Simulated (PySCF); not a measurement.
**Electronic structure of Ar⁺ (argon, charge +1) at the UHF level**

Configuration: [Ne] 3s2 3p5, 2P determinant. Computed with PySCF 2.14 in cc-pVDZ-DK, with scalar relativity by spin-free X2C-1e.

```
Total energy                                                  : -528.067311 hartree
One-electron energy                                           : -721.8584 hartree
Hartree (Coulomb) energy                                      : 223.8016 hartree
Exchange energy                                               : -30.0105 hartree
⟨S²⟩                                                          : 0.7553
⟨L²⟩                                                          : 2.017
Sum of ⟨r⟩                                                    : 13.82 bohr
Sum of ⟨r²⟩                                                   : 20.38 bohr²
Traceless quadrupole moment −½Σ⟨3z² − r²⟩ along its main axis : 1.23 e·bohr²
Langevin diamagnetic susceptibility                           : -16.1 ×10⁻⁶ cm³/mol
Time after the integrals                                      : 0.1 s of wall time on 1 thread of Neoverse-N1 (shared host)
```

```csv
shell,electrons,mean orbital energy (hartree),spread (hartree),"rms radius, mean of both spins (bohr)"
1s α,1,-119.61744,0,0.0991
1s β,1,-119.60259,0,0.0991
2s α,1,-12.93000,0,0.446
2s β,1,-12.91545,0,0.446
2p α,3,-10.09868,0.03261,0.417
2p β,3,-10.07292,0.02220,0.417
3s α,1,-1.79579,0,1.48
3s β,1,-1.65529,0,1.48
3p α,3,-1.07217,0.08656,1.70
3p β,2,-1.01417,0,1.70
```

Densities and radii are taken from the X2C orbitals without a picture-change correction, which distorts them close to the nucleus.
